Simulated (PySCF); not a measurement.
This PySCF input asks for the NMR shieldings of SMILES C#CC[C@@H]1C[SiH2]C=C1[SiH3], C₇H₁₂Si₂; the geometry comes from GFN2-xTB.

```python
import basis_set_exchange as bse
import numpy as np
from pyscf import gto, dft
from pyscf.prop import nmr

atoms = """
C     3.028011   -1.863373   -1.096184
C     2.084299   -1.505781   -0.452745
C     0.929583   -1.063985    0.298228
C     0.025602   -0.134071   -0.533335
C     0.759413    1.175605   -0.860507
Si    0.279922    2.393932    0.521702
C    -1.227743    1.344738    0.911145
C    -1.209531    0.163651    0.283684
Si   -2.569144   -1.134725    0.423308
H     3.860030   -2.184559   -1.648128
H     0.360237   -1.942149    0.617602
H     1.261881   -0.524861    1.190713
H    -0.247702   -0.665500   -1.452645
H     1.827190    0.994332   -0.969580
H     0.407173    1.553567   -1.821436
H    -0.024083    3.743104    0.038970
H     1.251203    2.464178    1.621267
H    -2.051594    1.625302    1.549735
H    -2.153067   -2.206397    1.336782
H    -2.817883   -1.711316   -0.901001
H    -3.782717   -0.504748    0.941955
"""
names = dict.fromkeys(["C", "Si", "H"], "pcSseg-1")
basis = {el: gto.basis.parse(bse.get_basis(n, elements=[el], fmt="nwchem")) for el, n in names.items()}
mol = gto.M(atom=atoms, basis=basis, charge=0, verbose=0)
mf = dft.RKS(mol, xc="PBE0")
mf.grids.level = 2
mf.grids.alignment = dft.numint.BLKSIZE   # the property module wants whole blocks of grid points
mf.conv_tol = 1e-9
mf.kernel()

calc = nmr.RKS(mf)   # GIAO
C = mf.mo_coeff
Co = C[:, mf.mo_occ > 0]
resp = mf.gen_response(singlet=True, hermi=2)
def vind(x):   # induced exchange potential for any number of trial vectors
    d = np.einsum("pi,xij,qj->xpq", C, 2 * x.reshape(-1, C.shape[1], Co.shape[1]), Co, optimize=True)
    return np.einsum("xpq,pi,qj->xij", resp(d - d.transpose(0, 2, 1)), C, Co, optimize=True).ravel()
mo1, _ = nmr.rhf.solve_mo1(calc, with_cphf=vind)
sigma = calc.kernel(mo1)
for i, s in enumerate(sigma):   # ppm
    print("%2d %-2s %9.2f" % (i, mol.atom_pure_symbol(i), np.trace(s) / 3))
```

Question: Give the expected output.

Answer: 
```
 0 C     112.15
 1 C      97.53
 2 C     157.99
 3 C     130.58
 4 C     170.53
 5 Si    384.93
 6 C      36.36
 7 C      10.95
 8 Si    426.12
 9 H      30.31
10 H      29.15
11 H      30.10
12 H      28.46
13 H      30.06
14 H      30.48
15 H      27.20
16 H      26.99
17 H      24.90
18 H      27.33
19 H      27.52
20 H      27.55
```

These numbers come from an equivalent density-fitted implementation of the same equations, which agrees with the script to about 0.01 ppm for H and up to a few tenths of a ppm for heavy atoms, so last digits may differ.

Question: Turn these shieldings into chemical shifts. References, each an isolated molecule treated in the same way: $^{13}$C (σref 186.93), $^{29}$Si (σref 349.16), $^{1}$H (σref 31.72) against TMS.

Answer: Averaging equivalent atoms: C 7: 176.0; C 6: 150.6; C 1: 89.4; C 0: 74.8; C 3: 56.3; C 2: 28.9; C 4: 16.4; Si 5: -35.8; Si 8: -77.0; H 17: 6.82; H 16: 4.72; H 15: 4.52; H 18/19/20: 4.25; H 12: 3.26; H 10: 2.56; H 13: 1.65; H 11: 1.62; H 9: 1.41; H 14: 1.24 ppm. 

Size and cost of the density-fitted run: 227 basis functions, 54 s wall time on 1 thread of an Arm Neoverse V2, shared host; peak memory 1.1 GiB.
